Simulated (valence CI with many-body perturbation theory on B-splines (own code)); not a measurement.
# Sensitivity of CI+MBPT for Zn⁹⁺

Calculated by relativistic CI+MBPT: three valence electrons over a frozen Dirac-Fock core [Ar], a basis of 6 s, 6 p, 5 d, 5 f, 1 g functions for each j, with the one-electron correlation potential Σ1, the two-electron term Σ2, the three-electron term Σ3, Breit, model QED; selected CI, second order for the rest, scaled by the run's own slope (own B-spline code, finite nucleus).

No measured spectrum was set against this ion. As an estimate, terms of the open shell hold to 2 to 4 % of their energy, and close levels can change places. Only levels of the ground parity were solved; by the run's estimate the other parity begins above the list, which can be wrong where configurations are misplaced.

The reference run has the lowest level 3d3 4F_3/2 and an ionisation energy of 237.856 eV. Its largest variational space holds 2256 state functions.

Names give the largest LS component (configuration and term), which can be under half, so a name can repeat, a term be missing and a line seem to break the LS rules; names also repeat where a configuration has a term twice. Letters in brackets count levels of one name in rising energy.

Changed runs:
A. screening of Σ1 on → off; Davidson tolerance 2e-05 → 0.001
B. correlating orbitals by l 3 3 3 3 1 → 4 1 3 0 2; core polarisation of operators on → off
C. Breit term on → off
D. correlating orbitals by l 3 3 3 3 1 → 0 0 0 0 0 (bad on purpose)

Excitation energies of the reference run in cm⁻¹, and shifts in cm⁻¹:

```csv
Level,Reference,A,B,C,D
3d3 4F_5/2,1604,+2.8,-7.7,+179,-13
3d3 4F_7/2,3633,+11,-11,+427,-17
3d3 4F_9/2,5953,+18,-6.7,+729,-5.1
3d3 4P_1/2,28858,+23,+448,+176,+1024
3d3 4P_3/2,29119,+22,+473,+129,+1099
3d3 2G_7/2,31424,+28,+416,+373,+1439
3d3 4P_5/2,31508,+29,+452,+385,+1013
3d3 2G_9/2,33115,+32,+405,+538,+1439
3d3 2D_3/2 [a],40071,+29,+928,+120,+2368
3d3 2P_1/2,41353,+33,+722,+289,+2258
3d3 2H_9/2,43284,+41,+305,+578,+1529
3d3 2H_11/2,44214,+42,+279,+759,+1522
Ionisation energy (eV),237.856,+0.111,-0.110,+0.021,+0.049
```
